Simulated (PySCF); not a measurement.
CH7AlGeO, SMILES C[O][AlH][GeH3].

Geometry: B3LYP-D3(BJ)/def2-SVP. The structure was generated by enumeration; whether it is a known compound was not checked. The values are those of a single conformer.

These are PySCF with CAM-B3LYP/def2-TZVP values and carry that method's errors.

The molecule is in vacuum.

Computed frontier levels, gap, dipole moment and polarisability:
| Item | Result |
|---|---|
| highest occupied level | -8.68 eV |
| lowest empty level | -0.42 eV |
| orbital gap | 8.26 eV |
| dipole moment | 0.75 D |
| quadrupole, principal values (traceless, Buckingham form, about the centre of nuclear charge) | -9.01, 3.31, 5.70 D·Å |
| mean static polarisability | 77.2 bohr³ (11.43 Å³) |
| polarisability, principal values | 64.1, 77.8, 89.6 bohr³ |
